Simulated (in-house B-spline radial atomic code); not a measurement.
**Ionising As²⁺ with different functionals**

Computed with a radial B-spline atomic code at the basis-set limit: non-relativistic Hamiltonian, point nucleus, spin-polarised at highest spin, spherical fractional occupations for the functionals, and exact exchange of hybrids averaged over the configuration. The ionisation energy is the difference of two self-consistent energies, [Ar] 3d10 4s2 4p1 → [Ar] 3d10 4s2, without Breit or QED terms; ε is the level of the shell that loses the electron (its least bound occupied spin orbital). There is no spin-orbit coupling in this Hamiltonian.

```json
{"method": "PBE0", "rung": "global hybrid", "ΔSCF (eV)": "28.00", "-ε(4p) (eV)": "24.49"}
{"method": "B3LYP", "rung": "global hybrid", "ΔSCF (eV)": "28.14", "-ε(4p) (eV)": "24.26"}
{"method": "TPSSh", "rung": "global hybrid", "ΔSCF (eV)": "?", "-ε(4p) (eV)": "?"}
{"method": "M06-2X", "rung": "global hybrid", "ΔSCF (eV)": "27.85", "-ε(4p) (eV)": "25.98"}
{"method": "BHandHLYP", "rung": "global hybrid", "ΔSCF (eV)": "?", "-ε(4p) (eV)": "?"}
{"method": "r2SCAN0", "rung": "global hybrid", "ΔSCF (eV)": "28.03", "-ε(4p) (eV)": "24.63"}
{"method": "B97-1", "rung": "global hybrid", "ΔSCF (eV)": "27.85", "-ε(4p) (eV)": "24.11"}
{"method": "HSE06", "rung": "range-separated hybrid", "ΔSCF (eV)": "28.05", "-ε(4p) (eV)": "24.07"}
{"method": "wB97X", "rung": "range-separated hybrid", "ΔSCF (eV)": "27.98", "-ε(4p) (eV)": "26.84"}
{"method": "CAM-B3LYP", "rung": "range-separated hybrid", "ΔSCF (eV)": "28.21", "-ε(4p) (eV)": "25.98"}
{"method": "LC-wPBE", "rung": "range-separated hybrid", "ΔSCF (eV)": "28.21", "-ε(4p) (eV)": "27.51"}
```

Question: What does BHandHLYP give?

Answer: ΔSCF 28.02 eV, and -ε(4p) = 25.64 eV.

Question: What does TPSSh give?

Answer: ΔSCF 27.93 eV, and -ε(4p) = 23.73 eV.

Question: Among the functionals, which spreads more, the ΔSCF values or the orbital energies?

Answer: The orbital energies: ΔSCF values span about 0.36 eV and the orbital energies 3.78 eV; here energy differences depend much less on the functional than eigenvalues do.

Question: How do they compare with the NIST value?

Answer: NIST lists 28.35 eV ± 0.012 (measured, ground level to ground level). Errors run from -0.50 to -0.14 eV; CAM-B3LYP is closest (-0.14 eV), though others lie within the uncertainty of it, and part of that can be cancellation, since the calculations leave out relativity, Breit-QED terms, multiplet and fine-structure energies.
